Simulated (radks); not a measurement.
Te II, configuration [Kr] 4d10 5s2 5p3 (the NIST ground configuration).

All-electron calculation, Dirac Kohn-Sham, LDA (Slater exchange, Perdew-Wang correlation), spin-unpolarised, spherical densities, finite nucleus; open shells are shared between the two j in proportion to 2j + 1; Fermi nuclear charge, rms radius 4.7423 fm. Program: a radial shooting solver on a logarithmic mesh with Libxc functionals.

Energy parts (hartree):
part                        energy
total                  -6790.59271
kinetic                 7179.14414
electron-nucleus      -16484.49777
Hartree                 2684.83637
exchange-correlation    -170.07544

Orbitals (lengths in bohr, moments of r in powers of bohr; <r^-3> diverges for s and p1/2; r(max) is where P^2 peaks; r(90%) holds 90 % of the orbital's charge):
| orbital | occ. | eigenvalue (hartree) | <r^4> | r(max) | <r^-3> | r(90%) | small-component weight |
|---|---|---|---|---|---|---|---|
| 1s1/2 | 2 | -1160.465 | 2.881e-06 | 0.01795 | - | 0.0500 | 3.66e-02 |
| 2s1/2 | 2 | -178.2227 | 0.0004931 | 0.1016 | - | 0.185 | 7.79e-03 |
| 2p1/2 | 2 | -167.0980 | 0.0003154 | 0.07796 | - | 0.165 | 7.82e-03 |
| 2p3/2 | 4 | -157.0248 | 0.0003757 | 0.08267 | 4902 | 0.173 | 7.44e-03 |
| 3s1/2 | 2 | -35.71785 | 0.02156 | 0.2932 | - | 0.474 | 2.29e-03 |
| 3p1/2 | 2 | -31.13408 | 0.02064 | 0.2794 | - | 0.470 | 2.23e-03 |
| 3p3/2 | 4 | -29.25727 | 0.02365 | 0.2900 | 932.2 | 0.487 | 2.13e-03 |
| 3d3/2 | 4 | -21.13706 | 0.01953 | 0.2359 | 148.4 | 0.464 | 2.01e-03 |
| 3d5/2 | 6 | -20.74414 | 0.02038 | 0.2389 | 137.7 | 0.469 | 1.98e-03 |
| 4s1/2 | 2 | -6.35474 | 0.6482 | 0.7010 | - | 1.11 | 6.47e-04 |
| 4p1/2 | 2 | -4.77694 | 0.8251 | 0.7209 | - | 1.18 | 5.85e-04 |
| 4p3/2 | 4 | -4.41663 | 0.9530 | 0.7457 | 179.0 | 1.22 | 5.52e-04 |
| 4d3/2 | 4 | -1.89601 | 2.097 | 0.8057 | 21.02 | 1.48 | 4.07e-04 |
| 4d5/2 | 6 | -1.84165 | 2.211 | 0.8148 | 19.28 | 1.50 | 3.98e-04 |
| 5s1/2 | 2 | -0.87147 | 32.74 | 1.769 | - | 2.95 | 1.08e-04 |
| 5p1/2 | 1 | -0.53470 | 69.40 | 2.038 | - | 3.57 | 7.59e-05 |
| 5p3/2 | 2 | -0.49947 | 81.45 | 2.123 | 17.38 | 3.72 | 7.01e-05 |

The highest occupied level is 5p3/2 at -13.591 eV. The density falls to 0.001 e/bohr^3 at r = 4.25 bohr. Summed over all electrons, <r^2> = 49.34 bohr^2, which gives a Langevin (diamagnetic) susceptibility term of -39.1 x 10^-6 cm^3/mol. For comparison, the ionisation energy in NIST's Atomic Spectra Database is 18.6 eV (measured). In exact Kohn-Sham theory the highest level is minus the ionisation energy, but local and semilocal functionals leave it too shallow, through self-interaction and a potential that decays too fast; potentials with the right tail come closer. The electron density at the nucleus is 2.27e+05 e/bohr^3.

Beside tabulated values, note that spin-unpolarised runs miss the spin-polarisation part of the exchange energy of open shells.
